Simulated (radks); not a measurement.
Numerical settings for the thallium ion Tl3+, [Xe] 4f14 5d10. All-electron calculation, scalar-relativistic Kohn-Sham, BLYP, spin-polarised, spherical densities, finite nucleus; Fermi nuclear charge, rms radius 5.4759 fm. Program: a radial shooting solver on a logarithmic mesh with Libxc functionals. The defaults (mesh step 0.008 in ln r, mesh end at 40 bohr or more with all orbitals vanishing there, Anderson mixing 0.5 over 9 steps, residual threshold near 1e-9 with the energy settled to 1e-9 hartree or 1e-11 of itself, here a cap of 91 iterations) give E = -20239.672 hartree and 5d at -44.168 eV in 15 iterations. Run on one thread of a shared host, so times are rough (Arm Neoverse N1): 0.35 s of CPU time, 0.35 s wall, 15 iterations on 2213 mesh points. One setting is changed at a time: mesh step in ln r 0.05; mesh step in ln r 0.08; mesh step in ln r 0.03; mesh end (bohr) 400; mesh end (bohr) 3; residual threshold 1e-05; residual threshold 0.001; mixing 2.5; linear mixing, mixing 1; linear mixing, mixing 0.5; mixing history 3; iteration cap 8. Which runs fail to converge, and which converge to a wrong energy?

Answer. Not converged within the cap: mesh step in ln r 0.08; linear mixing, mixing 1; iteration cap 8. Settings that end as converged yet miss the energy by more than 1 mhartree: mesh end (bohr) 3 (+0.341 hartree).
